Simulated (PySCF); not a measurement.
Several orderings of computed values.

Each SMILES stands for a single optimised conformer of the isolated species, non-relativistic unless stated. Electronic properties by PySCF.

Dipoles, sizes and rotational constants follow the conformer. The torsions of the flexible species, by atom-mapped SMILES:
- `[CH3:1][P:2]([CH2:3][CH2:4][C:5]#[N:6])[C:7]([F:8])([F:9])[F:10]`: C1–P2–C3–C4 -174°, P2–C3–C4–C5 -171°, C1–P2–C7–F8 -66°
- `[N:1]#[C:2][C:3]1=[CH:4][C:5]([CH2:6][Cl:7])=[C:8]([F:9])[CH2:10][CH:11]=[CH:12]1`: C4–C5–C6–Cl7 -65°
- `[CH3:1][CH2:2][CH2:3][C:4]([SiH3:5])([SiH3:6])[C:7]([F:8])([F:9])[F:10]`: C1–C2–C3–C4 175°, C2–C3–C4–Si5 -51°, C3–C4–C7–F8 173°
- `[CH3:1][O:2][C:3](=[O:4])[O:5][CH:6]1[CH2:7][CH2:8][CH2:9]1`: C1–O2–C3–O4 1°, O2–C3–O5–C6 -179°, C3–O5–C6–C7 -125°
- `[OH:1][CH2:2][CH2:3][CH2:4][OH:5]`: O1–C2–C3–C4 66°, C2–C3–C4–O5 -62°, H–O1–C2–C3 -53°, H–O5–C4–C3 -62°
- `[CH3:1][CH:2]([CH3:3])[P-:4][CH:5]1[CH2:6][CH2:7][CH2:8]1`: C1–C2–P4–C5 70°, C2–P4–C5–C6 -161°
- `[CH3:1][CH:2]([CH3:3])[CH2:4][F:5]`: C1–C2–C4–F5 65°
- `[CH2:1]=[C:2]([Cl:3])[SiH2:4][O:5][SiH2:6][SiH2:7][CH3:8]`: C1–C2–Si4–O5 -125°, O5–Si6–Si7–C8 -169°
- `[CH2:1]=[CH:2][P@H+:3]([CH2:4][SiH3:5])[CH2:6][CH2:7][CH3:8]`: C1–C2–P3–C4 -111°, C2–P3–C4–Si5 176°, C2–P3–C6–C7 -47°, P3–C6–C7–C8 -58°

The conformers of `C=COC(=O)CCOC` and `[SiH3]C[C@@H]1C[SiH2]O[Si@@H]1Cl` aren't listed.

(1) Rank by HOMO–LUMO gap, highest first (PBE0/pcSseg-1 at GFN2-xTB geometries).
A. `CP(CCC#N)C(F)(F)F`
B. `N#CC1=CC(CCl)=C(F)CC=C1`
C. `COC(=O)OC1CCC1`
D. `CCCC([SiH3])([SiH3])C(F)(F)F`

(2) Give the two extremes of that set in kcal/mol.

(3) Rank by smallest rotational constant, highest first (GFN2-xTB).
A. `CC(C)CF`
B. `CC(C)[P-]C1CCC1`
C. `CP(CCC#N)C(F)(F)F`
D. `OCCCO`
E. `CCCC([SiH3])([SiH3])C(F)(F)F`

(4) Give the two extremes of that set in cm⁻¹.

(5) Rank by dipole moment, highest first (PBE0/pcSseg-1 at GFN2-xTB geometries).
A. `COC(=O)OC1CCC1`
B. `N#CC1=CC(CCl)=C(F)CC=C1`
C. `CC(C)CF`
D. `CP(CCC#N)C(F)(F)F`
E. `CCCC([SiH3])([SiH3])C(F)(F)F`
F. `OCCCO`
G. `C=C(Cl)[SiH2]O[SiH2][SiH2]C`

(6) Give the two extremes of that set in atomic units.

(7) Rank by HOMO energy, highest first (PBE0/pcSseg-1 at GFN2-xTB geometries).
A. `CP(CCC#N)C(F)(F)F`
B. `N#CC1=CC(CCl)=C(F)CC=C1`
C. `C=C(Cl)[SiH2]O[SiH2][SiH2]C`
D. `O=C(OC=C)CCOC`
E. `C([P@H+](C=C)C[SiH3])CC`
F. `CCCC([SiH3])([SiH3])C(F)(F)F`
G. `Cl[Si@H]1O[SiH2]C[C@H]1C[SiH3]`
H. `CC(C)CF`

(8) By how much do the two ends of that ranking differ?

Results:

(1) C (9.62 eV), D (8.97 eV), A (7.91 eV), B (5.19 eV).

(2) `N#CC1=CC(CCl)=C(F)CC=C1`: 120 kcal/mol; `COC(=O)OC1CCC1`: 222 kcal/mol.

(3) D (2.916 GHz), A (2.647 GHz), B (0.914 GHz), E (0.693 GHz), C (0.564 GHz).

(4) `CP(CCC#N)C(F)(F)F`: 0.0188 cm⁻¹; `OCCCO`: 0.0973 cm⁻¹.

(5) B (4.75 D), D (3.51 D), F (2.59 D), E (2.26 D), C (1.81 D), G (0.96 D), A (0.52 D).

(6) `COC(=O)OC1CCC1`: 0.20 au; `N#CC1=CC(CCl)=C(F)CC=C1`: 1.87 au.

(7) B (-7.33 eV), D (-7.46 eV), C (-7.67 eV), A (-8.00 eV), G (-8.25 eV), F (-8.64 eV), H (-8.99 eV), E (-12.70 eV).

(8) By 5.37 eV, between `N#CC1=CC(CCl)=C(F)CC=C1` and `C=C[P@H+](C[SiH3])CCC`.
